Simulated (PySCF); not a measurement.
## Pb: electron affinity

Pb⁻ [Xe] 4f14 5d10 6s2 6p3 (4S) → Pb [Xe] 4f14 5d10 6s2 6p2 (3P), as a difference of total energies. Computed with PySCF 2.14 in aug-cc-pwCVDZ-PP with ECP60MDF (6s5p4d1f, 48 functions), with a scalar-relativistic core potential. Correlated levels: valence and next inner shell: nothing frozen outside the core potential. The calculations carry no spin-orbit coupling.

```csv
method,electron affinity (eV)
UHF,0.878
MP2 (valence and next inner shell),1.234
SCS-MP2 (valence and next inner shell),1.074
CCSD (valence and next inner shell),1.165
CCSD(T) (valence and next inner shell),1.188
```

Task: How much does correlation contribute at CCSD(T) (valence and next inner shell)?

Result: 1.188 − (0.878) = 0.310 eV, measured against UHF.

Spin-orbit coupling is strong in these open shells (close to jj coupling). The scalar numbers leave it out and a first-order estimate fails, so it can dominate the gap to the real levels.

Errors of the correlated levels include the incompleteness of this basis.

For comparison: 0.357 eV (measured; photodetachment measurements, as compiled on the Wikipedia data page of electron affinities).
